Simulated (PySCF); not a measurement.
Species: C2H8N2Si.
Z-matrix (Å and degrees, PBE0-D3(BJ)/def2-SVP geometry), rows numbered from 1:
```
C 
C   1  1.3388
Si  2  1.8755  1  123.44
N   3  1.7293  2  105.44  1   -20.60
N   3  1.7304  2  116.92  1    97.38
H   1  1.0964  2  121.12  3     1.10
H   1  1.0964  2  122.57  3  -178.63
H   2  1.0993  1  117.88  3   178.41
H   3  1.5013  2  107.60  1  -147.00
H   4  1.0131  3  120.48  2   -46.41
H   4  1.0137  3  118.43  2   170.39
H   5  1.0142  3  119.71  2   -51.14
H   5  1.0130  3  119.10  2    91.34
```

Linear response at wB97X-D/def2-SVPD (PySCF, frozen core in the response, non-relativistic).

Static isotropic polarisability: 67.87 au (10.06 Å³), principal values 58.0, 65.2, 80.4 au.

(1) What is the polarisability at 1064 nm and at the sodium D line?

(2) What is the isotropic C6 coefficient between two such molecules, C6 = (3/π)∫α(iω)² dω?

(3) Which effective excitation energy ω̄ makes London's formula C6 = (3/4)α²ω̄ exact here?

(4) What does −C6/R⁶ come to at R = 10 Å between centres?

(5) How many electrons N does the Slater–Kirkwood formula C6 = (3/4)·√N·α^(3/2) need to give this C6?

(6) What molar refraction at the D line follows from R = (4π/3)·N_A·α′, with α′ the polarisability volume?

(7) How anisotropic is the static polarisability, by Δα² = ½[(α1 − α2)² + (α2 − α3)² + (α3 − α1)²]?

(8) What three-body coefficient follows from the one-pole estimate C9 = (3/4)·α·C6?

Answers

(1) 68.54 au at 1064 nm (+1.0 %), 70.13 au at 589.3 nm (+3.3 %). The rise at 589.3 nm is 3.39 times that at 1064 nm; a pure ω² law gives 3.26. The lowest singlet lies at 205 nm, shorter than both wavelengths.

(2) 1780 au (Eh·bohr⁶) by a ten-point quadrature over imaginary frequencies, which is 1060 eV·Å⁶ or 103 J·nm⁶/mol.

(3) ω̄ = 4·C6/(3α²) = 0.515 Eh = 14.0 eV. A one-pole form α(ω) = α/(1 − ω²/ω̄²) fitted to the 1064 nm value gives 11.8 eV.

(4) -100 J/mol. This is the leading, orientation-averaged term; C8 and higher terms are left out.

(5) N = (4·C6/3)²/α³ = 18.0; the species has 48 electrons in all.

(6) α′ = 10.39 Å³ gives R = 26.22 cm³/mol, for isolated, non-vibrating species.

(7) Δα = 19.8 au, or 0.29 of the isotropic value.

(8) 90600 au. This is an estimate from the two numbers above, not a computed integral.

One conformer stands for the species.

wB97X-D is run here without its empirical dispersion term; that term would change no orbital, density or response property at a fixed geometry.
